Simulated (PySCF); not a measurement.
Mn (manganese, neutral) across methods

[Ar] 3d5 4s2, high-spin 6S determinant. Calculation: PySCF 2.14, in x2c-QZVPPall (11s7p5d4f2g, 103 functions); the spin-free X2C one-electron Hamiltonian (Gaussian nucleus).

| method | E (hartree) | mean ε 3d α (eV) | mean ε 4s α (eV) | mean ε 4s β (eV) | Σ⟨r²⟩ (bohr²) | ⟨S²⟩ |
| --- | --- | --- | --- | --- | --- | --- |
| PBE0 | -1158.356 | -10.450 | -6.153 | -5.107 | 40.79 | 8.762 |
| r2SCAN | -1158.539 | -8.718 | -5.752 | -4.554 | 40.88 | 8.780 |
| M06-2X | -1158.589 | -12.754 | -6.177 | -6.002 | 41.27 | 8.752 |
| LDA | -1156.145 | -8.341 | -5.692 | -4.637 | 40.30 | 8.762 |
| r2SCANh | -1158.531 | -9.579 | -5.992 | -4.803 | 40.90 | 8.778 |
| UHF | -1157.40640 | -17.084 | -7.551 | -6.200 | 42.83 | 8.771 |
| PBE | -1158.332 | -8.161 | -5.503 | -4.459 | 40.73 | 8.762 |
| wB97X | -1158.585 | -12.719 | -7.933 | -7.302 | 40.42 | 8.753 |

(1) Estimate the same row for B3LYP.

Results:

(1) E (hartree) = -1158.605; mean ε 3d α (eV) = -9.885; mean ε 4s α (eV) = -5.983; mean ε 4s β (eV) = -5.147; Σ⟨r²⟩ (bohr²) = 40.62; ⟨S²⟩ = 8.758.
